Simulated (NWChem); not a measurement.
Molecule: C2H3FN2Si; SMILES C1=N[Si@@H](C=N1)F

```xyz
9

F      0.1066     2.0100    -0.5871
Si     0.0147     0.7468     0.4190
C      1.2791    -0.6331     0.0511
N      0.6316    -1.6975    -0.2451
C     -0.8047    -1.4507    -0.2271
N     -1.3284    -0.3255     0.0437
H     -0.0176     1.2680     1.8062
H      2.3759    -0.6750     0.0832
H     -1.4038    -2.3407    -0.4731
```
Atoms are numbered in this order, from 1.

Program: NWChem. Coordinates come from a PBE0/def2-SVP optimisation. Level: PBE/def2-SVP with SMD (1 M gas to 1 M solution), gas-phase geometry. Reactions with the solvent are ignored.

### Question
Order these by “cavity-dispersion-structure term (kcal/mol)”, lowest first: acetone; ethanol; water.

### Answer
acetone (-0.1), ethanol (1.1), water (2.7)
